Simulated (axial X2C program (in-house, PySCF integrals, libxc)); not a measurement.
**Spin–orbit effects down a group: molecules with Be (ions), CCSD**

All values come from calculations with an in-house all-electron X2C program for linear molecules (integrals from PySCF), spin-free (one-electron X2C) or two-component (2c: spin–orbit coupling with atomic mean-field Coulomb and Gaunt terms, which also bring small scalar terms), in Dyall basis sets with cores contracted in-house; open shells are unrestricted.

Basis sets: Be dyall-cv3z, H dyall-v3z, Li dyall-cv3z, Na dyall-cv3z. Frozen shells (counts by l): BeH⁺ Be 1s, H none, 2 electrons correlated; LiBe⁺ Be 1s, Li 1s, 2 electrons correlated; NaBe⁺ Na 1s, Be 1s, 10 electrons correlated. Coupled cluster in natural virtuals with an MP2 remainder. Where the outer core of a metal is frozen, bonds come out longer and ionisation energies lower. Frozen cores can differ along the series, which adds to the trend.

```csv
molecule,spin-free state,Re (Å),ωe (cm⁻¹),De (eV),2c state,Re 2c (Å),ωe 2c (cm⁻¹),De 2c (eV)
BeH⁺,"M_S = 0, Λ = 0",1.317,2199.9,3.15,Ω = 0,1.317,2199.8,3.15
LiBe⁺,"M_S = 0, Λ = 0",2.629,313.7,0.59,Ω = 0,2.629,313.7,0.59
NaBe⁺,"M_S = 0, Λ = 0",2.983,198.3,0.39,Ω = 0,2.983,198.3,0.39
```

(1) Work out the shifts from the spin-free to the two-component result.

Fragments in 2c: Be+ + H, Be + Li+, Na+ + Be. Each entry is the lowest single determinant of a limited PBE0 search at one distance. De goes to single-determinant-based atoms at the same level (for ions the charge split of lowest energy) and is withheld (n/a) where an atom does not fit its ground term or J level. Main or longest-lived isotopes.

Answers

(1) 

```csv
molecule,2c state,ΔRe (Å),Δωe (cm⁻¹),ΔDe (eV)
BeH⁺,Ω = 0,0.000,-0.1,0.00
LiBe⁺,Ω = 0,0.000,0.0,0.00
NaBe⁺,Ω = 0,0.000,0.0,0.00
```

Shifts of one unit in the last digit are rounding.
